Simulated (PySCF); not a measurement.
C₄HCl₂F, SMILES C(Cl)(=C(C#C)F)Cl. Geometry: ωB97X-D3(BJ)/def2-SVP. This is a generated structure with no PubChem entry under its InChIKey; it may be hypothetical.

Computed equilibrium geometry at ωB97X-D3(BJ)/def2-SVP (PySCF confirms it by a frequency run) as Cartesian coordinates in Å, and its point group:
point group Cs.
```xyz
8

C     -0.1553    -3.1289     0.0000
C      0.2258    -1.9815     0.0000
C      0.6920    -0.6280     0.0000
F      2.0159    -0.4666     0.0000
C     -0.1072     0.4543     0.0000
Cl    -1.8146     0.3185     0.0000
Cl     0.5454     2.0375     0.0000
H     -0.4988    -4.1494     0.0000
```
Charge 0, spin multiplicity 1.
